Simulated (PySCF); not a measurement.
# Nd(40+): ionisation energy

Nd(40+) [Ar] 3d2 [3d3/2^2, M_J = 2] → Nd(41+) [Ar] 3d1 [3d3/2^1, M_J = 3/2], as a difference of total energies. Calculation: PySCF 2.14, in an uncontracted even-tempered set (16 s from 8.5 bohr⁻², ratio 2.8; 12 p from 11 bohr⁻², ratio 2.8; 8 d from 11 bohr⁻², ratio 2.8; 3 f from 35 bohr⁻², ratio 3); the two-component X2C-1e Hamiltonian. Correlated levels: [Ne] frozen; the 74 highest virtual spinors dropped. "Screened" scales the spin-orbit matrix elements by Boettger's factors to mimic the two-electron term; Breit and QED terms are absent.

```json
{"method": "GHF (spin-free)", "ionisation energy (eV)": "2961.1"}
{"method": "GMP2 (spin-free)", "ionisation energy (eV)": "2960.7"}
{"method": "GHF (screened spin-orbit)", "ionisation energy (eV)": "2974.4"}
{"method": "GMP2 (screened spin-orbit)", "ionisation energy (eV)": "2974.2"}
```

Breit and QED terms and the two-electron picture change are absent.

The spin-free rows relax to the high-spin LS determinant and lack the spin-orbit shift.

The labels give the starting determinants; with spin-orbit coupling the two ends relaxed to ⟨J²⟩ = 6.04, ⟨L²⟩ = 10.34, ⟨S²⟩ = 1.55 and ⟨J²⟩ = 3.75, ⟨L²⟩ = 6.02, ⟨S²⟩ = 0.77.

For comparison: 2974 ± 4 eV (theoretical estimate listed by NIST; NIST Atomic Spectra Database, ionization energies).
